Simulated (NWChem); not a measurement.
System: C3H4S; SMILES C(#C)CS

NWChem input:

```
start job
memory heap 200 mb stack 900 mb global 1100 mb
geometry units angstroms noautoz
  C      0.482500     2.313410     0.000000
  C     -0.129953     1.273360     0.000000
  C     -0.851409     0.010413     0.000000
  S      0.356123    -1.406435     0.000000
  H      1.016726     3.235916     0.000000
  H     -1.487910    -0.066951    -0.887491
  H     -1.487910    -0.066951     0.887491
  H     -0.583760    -2.378414     0.000000
end
basis spherical
  * library def2-svp
end
dft
  xc mn15
  iterations 150
  mulliken
end
task dft energy
```

Geometry: optimised at B3LYP/6-31G* (spherical d).

**Question.** Predict the main results of this run. (MN15/def2-SVP.) Quantities: energy (Ha); highest occupied level (eV); orbital gap (eV); dipole (D).

**Answer.** 
```yaml
energy (Ha): -514.32
highest occupied level (eV): -7.56
orbital gap (eV): 8.67
dipole (D): 1.57
```
